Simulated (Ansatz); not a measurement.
System: B₂H₄ (charge 0, singlet). 
Structure (B3LYP-D3(BJ)/def2-TZVP (Ansatz, a quantum-chemistry and plane-wave program) minimum search):
SMILES: BB
```xyz
6

B      0.0005     0.0106     0.8133
B     -0.0005    -0.0106    -0.8133
H      1.0141     0.0110     1.4491
H     -1.0125     0.0267     1.4501
H      0.0070     0.9944    -1.4628
H     -0.0087    -1.0321    -1.4364
```

Parts of the frozen-core correlation energy in cc-pVDZ (Ansatz, hartree). Frozen orbitals: 2; correlated occupied orbitals by spin: 5 and 5; virtual: 41 and 41. No spin-orbit coupling. No relativistic terms.

```json
[
 {"term": "reference (HF)", "value": "-51.63596"},
 {"term": "MP2 opposite-spin", "value": "-0.14214"},
 {"term": "MP2 same-spin", "value": "[?]"},
 {"term": "CCSD correlation", "value": "[?]"},
 {"term": "(T)", "value": "[?]"},
 {"term": "CCSDT minus CCSD(T)", "value": "-0.00083"},
 {"term": "T1 diagnostic", "value": "0.011"},
 {"term": "largest doubles amplitude", "value": "0.030"}
]
```

**Question.** Fill in the missing entries.

**Answer.** 
- MP2 same-spin, value: -0.02309
- CCSD correlation, value: -0.20392
- (T), value: -0.00415
